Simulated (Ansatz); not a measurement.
Consider the formal hydrolysis of a C–C bond: `BOCCO` + H₂O → `BOCO` + CH₃OH.

Isolated molecules relaxed with PBE0-D4/def2-TZVP in Ansatz; ΔE leaves out vibrations. CCSD(T)/CBS adds triple-zeta CCSD(T) − MP2 to the extrapolated MP2 energy (def2 sets, frozen cores). This one scheme is used for every species. DFT in def2-TZVPP. B3LYP here is the variant with VWN-RPA as its local correlation; programs differ in this. One conformer a species, not always the lowest.

```csv
level,ΔE (kJ/mol),difference from CCSD(T)/CBS
PBE-D4,27.5,-9.2
ωB97M-V,29.2,-7.5
B2PLYP,26.3,-10.4
PBE,24.5,-12.2
B3LYP,21.4,-15.3
MP2/def2-TZVPP,35.7,-1.0
SCS-MP2/def2-TZVPP,30.9,-5.8
HF/def2-QZVPP,18.6,-18.1
SCS-MP2/def2-QZVPP,33.9,-2.8
CCSD/CBS(def2),35.8,-0.9
CCSD(T)/CBS,36.7,0
```

Largest T1 diagnostic among the species: 0.013.

In def2-TZVPP, CCSD(T) changes the Hartree–Fock value by +13.9 kJ/mol (the triples alone add +1.0 kJ/mol) and MP2 by +17.6 kJ/mol. The D4 term adds +4.6 kJ/mol with B3LYP and +2.7 kJ/mol with PBE0; it sums over pairs of atoms, weighted by their polarisabilities, and B3LYP, whose exchange is more repulsive, gets the larger term.
